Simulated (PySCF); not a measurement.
F3Fe, charge -1, multiplicity 5. Atoms are numbered in the order given.

```xyz
4

Fe     0.0000     0.0000     0.0000
F      1.8482     0.0000     0.0000
F     -0.9241     1.6006     0.0000
F     -0.9241    -1.6006     0.0000
```
Charge -1, spin multiplicity 5.

The structure is a stationary point at r2SCAN-D4/def2-SVPD. The spin state was assumed, not searched.

These are M06-2X/def2-TZVPD in PySCF values and carry that method's errors.

Mulliken values depend strongly on the basis, most of all with diffuse functions as here. ESP charges are fitted to the potential on shells at 1.4 to 2.0 van der Waals radii. Atomic charges (e):

```
atom  ESP fit  meta-Löwdin  Mulliken  Mulliken spin
----  -------  -----------  --------  -------------
Fe1      0.84         1.45      1.56           3.81
F2      -0.61        -0.82     -0.85           0.06
F3      -0.61        -0.82     -0.85           0.06
F4      -0.61        -0.82     -0.85           0.06
```
